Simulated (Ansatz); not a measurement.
Br2H4HfN2, SMILES `[NH2][Hf]([NH2])([Br])[Br]`. The species carries charge 0 and has multiplicity 1. Hf takes the def2 core potential.

Cartesian coordinates in Å:
```
N 1.359 0.998 0.054
Hf -0.033 -0.353 0.554
N -1.300 -0.391 -1.004
Br -1.277 0.413 2.605
Br 1.025 -2.625 0.804
H 1.336 1.979 0.301
H 2.236 0.792 -0.406
H -1.225 0.164 -1.843
H -2.121 -0.978 -1.065
```

**Question.** List the harmonic frequencies (cm⁻¹, unscaled) at PBE0-D4/def2-TZVP in Ansatz. (Estimate.)

**Answer.** Ansatz gave: 59, 79, 94, 125, 165, 165, 237, 254, 299, 471, 476, 497, 515, 639, 660, 1534, 1542, 3557, 3564, 3650, 3660.

**Question.** Is this a minimum?

**Answer.** Yes, all 21 modes are real.

**Question.** Give the ideal-gas thermochemistry at 298.15 K and 1 bar (rigid rotor, harmonic oscillator; point group Cs, symmetry number 1).

**Answer.** Zero-point energy 133.0 kJ/mol; H(298) − E = 161.0 kJ/mol; entropy 431.0 J/(mol·K), of which translation 182.6, rotation 129.4, vibration 119.0; G(298) − E = 32.5 kJ/mol. Modes under 100 cm⁻¹ are hindered rotations or soft bends, so the harmonic entropy is rough.
